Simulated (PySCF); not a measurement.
Point-charge models of `Cl[SiH2]P[SiH2]Cl` against its computed dipole.

Coordinates (GFN2-xTB, Å) and charges (e) from the PBE0/pcSseg-1 density (PySCF):

| atom | x | y | z | Mulliken | IAO | Hirshfeld | ESP-fitted |
| --- | --- | --- | --- | --- | --- | --- | --- |
| Cl1 | 1.897 | 2.122 | 0.032 | -0.2917 | -0.2939 | -0.1103 | -0.1427 |
| Si2 | 1.754 | 0.125 | -0.114 | +0.5240 | +0.6346 | +0.2897 | +0.3357 |
| P3 | -0.116 | -0.355 | -1.250 | -0.3696 | -0.2273 | -0.0698 | -0.3563 |
| Si4 | -1.739 | -0.040 | 0.262 | +0.5243 | +0.6343 | +0.2895 | +0.3164 |
| Cl5 | -2.053 | 1.935 | 0.426 | -0.2914 | -0.2941 | -0.1105 | -0.1389 |
| H6 | 2.871 | -0.386 | -0.905 | -0.0388 | -0.1071 | -0.0691 | -0.0338 |
| H7 | 1.801 | -0.433 | 1.239 | -0.0469 | -0.1221 | -0.0738 | -0.0598 |
| H8 | -0.029 | -1.718 | -1.045 | +0.0763 | +0.0046 | -0.0029 | +0.1622 |
| H9 | -1.436 | -0.563 | 1.597 | -0.0473 | -0.1221 | -0.0738 | -0.0551 |
| H10 | -2.941 | -0.683 | -0.264 | -0.0390 | -0.1070 | -0.0690 | -0.0278 |

Q: What dipole does each set of charges give (1 e·Å = 4.803 D), and what does the density give?

A: The full density gives (0.22, -2.85, 0.65) D, 2.93 D in size; dipole vectors point from the negative to the positive end.

```csv
scheme,μx,μy,μz,size (D),share of the full size (%),angle to the full dipole (°)
Mulliken,0.38,-5.04,1.14,5.18,177,0
IAO,0.22,-3.99,0.08,3.99,136,12
Hirshfeld,0.04,-1.18,-0.22,1.20,41,24
ESP-fitted,0.22,-2.91,0.64,2.98,102,0
```

Q: Which set comes closest?

A: Length of the difference vector: ESP-fitted 0.06 D, IAO 1.27 D, Hirshfeld 1.89 D, Mulliken 2.26 D. Closest: ESP-fitted. ESP charges are fitted to the potential around the molecule, whose slowest-falling term is the dipole's. The schemes that divide the density aren't constrained to reproduce the dipole.

Q: What is left for the Hirshfeld atoms' own dipoles?

A: The Hirshfeld atoms' densities add up to the full density, so μ = Σ q r + Σ (atomic dipoles). The atomic dipoles sum to (0.22, -2.85, 0.65) − (0.04, -1.18, -0.22) = (0.18, -1.67, 0.87) D, 1.89 D in size.

Q: With the origin at the mean of the coordinates, (0.001, 0.000, -0.002) Å, which are the largest single terms, by size, of the IAO dipole along the direction of the full one?

A: Cl5 +2.74, Cl1 +2.70, H7 -0.49, H9 -0.47, H6 -0.20 D; all 10 atoms together +3.91 D. The single terms depend on the origin, their sum doesn't.

Q: Give the size of the full dipole in other units.

A: 2.93 D = 1.152 au = 0.610 e·Å = 9.77 × 10⁻³⁰ C·m.

One conformer (not necessarily the lowest) at the GFN2-xTB geometry, without solvent, vibrations or thermal averaging.

The values belong to the conformer `[Cl:1][SiH2:2][PH:3][SiH2:4][Cl:5]`: Cl1–Si2–P3–Si4 -77°, Si2–P3–Si4–Cl5 78°.
